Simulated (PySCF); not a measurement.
# Reading the logs of faulty runs: AlBFHN cation

These are calculations, not measurements. They come from PySCF 2.14.0, an open-source quantum chemistry program, on an isolated molecule that a program drew, which may never have been made. The molecule is AlBFHN cation (charge +1, singlet), drawn as the SMILES string `N=[B][Al+][F]`.

Each row is a Hartree-Fock (HF) and frozen-core CCSD(T) single point in the cc-pV(D+d)Z basis, meant for a local HF minimum. Run 1 is clean. Each other run has one planted mistake out of seven kinds, and not every kind appears here: one electron removed, one electron added, multiplicity raised by two, geometry at a saddle point, minimal basis STO-3G, one bond length entered in bohr, all coordinates scaled. The reference is restricted for singlets and unrestricted otherwise, and also for a bond in bohr. Adding or removing an electron swaps singlet and doublet. Electrons count all cores. HOMO and LUMO are orbital energies over both spins, the gradient is its largest component, and the lowest frequency (negative if imaginary) is given only where the gradient is small. Bond lengths are over the 4 bonds as drawn. T1 is the CCSD diagnostic: over 0.02 (restricted) or 0.045 (unrestricted) a single reference is doubtful.

Geometry of the clean run:
```xyz
5
AlBFHN cation, angstrom
N    -1.0802   -0.4641   -0.8884
B    -0.3116    0.4704   -0.8054
Al    0.9808    2.0418   -0.6660
F     1.9973    3.2776   -0.5563
H    -1.7100   -1.2299   -0.9563
```

```
run  electrons  basis functions  <S^2>  HOMO (eV)  LUMO (eV)  gradient (hartree/bohr)  lowest frequency (cm^-1)  mean bond (Å)  longest bond (Å)      T1  HF (hartree)  CCSD(T) (hartree)                          mistake
  1         34               70  0.000     -17.15      -5.11                  9.4e-06                       115         1.4625             2.039  0.0204    -420.86822         -421.37208                         no fault
  2         34               70  1.041     -16.23      -6.15                  1.3e-02                         -         1.8192             3.031  0.0302    -420.72693         -421.17838  one bond length entered in bohr
  3         34               70  0.000     -16.46      -5.56                  7.7e-02                         -         1.5590             2.174  0.0237    -420.84304         -421.36204           all coordinates scaled
  4         34               70  2.018     -12.32      -6.56                  1.8e-01                         -         1.4625             2.039  0.0182    -420.75264         -421.20189       multiplicity raised by two
  5         33               70  0.764     -26.00     -13.75                  8.8e-02                         -         1.4625             2.039  0.0198    -420.31835         -420.75966             one electron removed
  6         34               25  0.000     -15.21       0.38                  6.0e-02                         -         1.4625             2.039  0.0243    -415.62329         -415.83045                                ?
```

**Which mistake was planted in run 6, and what did it cost?**

It has 25 basis functions where the clean run has 70, with the same electrons and geometry. So the mistake is: minimal basis STO-3G. Subtracting run 1 and multiplying by 627.51 kcal/mol a hartree, the energy moved by 3291.2 kcal/mol in HF and 3477.4 kcal/mol in CCSD(T).

Cautions from the logs. Run 1: T1 is over the limit, so its CCSD(T) energy is less reliable; run 3: T1 is over the limit, so its CCSD(T) energy is less reliable; run 6: T1 is over the limit, so its CCSD(T) energy is less reliable.
